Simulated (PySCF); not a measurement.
Relaxation of singlet TeO₂I₂

Method: PySCF, PBE0, basis Te def2-SVP with ECP28, O def2-SVP, I def2-SVP with ECP28 (scalar-relativistic core potentials, no spin–orbit coupling, density fitting). A (50,194) grid was used.

A hand-made square planar (ligand arrangement 1) start, of C2v symmetry, held to at least that symmetry:

```xyz
5
charge 0 multiplicity 1, angstrom
Te   -0.7500   -0.7500    0.0000
O    -2.6000   -0.7500    0.0000
O    -0.7500   -2.6000    0.0000
I     1.9400   -0.7500    0.0000
I    -0.7500    1.9400    0.0000
```

Optimiser trace:
```
step  E − E(last) (kJ/mol)  largest gradient (Eh/bohr)
   0                 39.61                     0.05135
   1                  7.10                     0.02187
   2                  0.62                     0.00309
   3                  0.06                     0.00158
   4                  0.01                     0.00050
   5                  0.00                     0.00022
   6                  0.00                     0.00003
```

It ends at C2v with Te–I 2.840 Å (×2), Te–O 1.820 Å (×2); I–Te–I 84.5°, I–Te–O 85.4° (×2), I–Te–O 170.0° (×2), O–Te–O 104.6° (after a last refinement on a finer grid). A frequency run shows 1 imaginary mode, down to 126i cm⁻¹, so it is a saddle point.

Final geometry:
```xyz
5
charge 0 multiplicity 1, angstrom
Te   -0.8473   -0.8473    0.0000
O    -2.6527   -0.6163    0.0000
O    -0.6163   -2.6527    0.0000
I     1.9899   -0.7117    0.0000
I    -0.7117    1.9899    0.0000
```

The relaxation took roughly 3 core-minutes on a shared host.
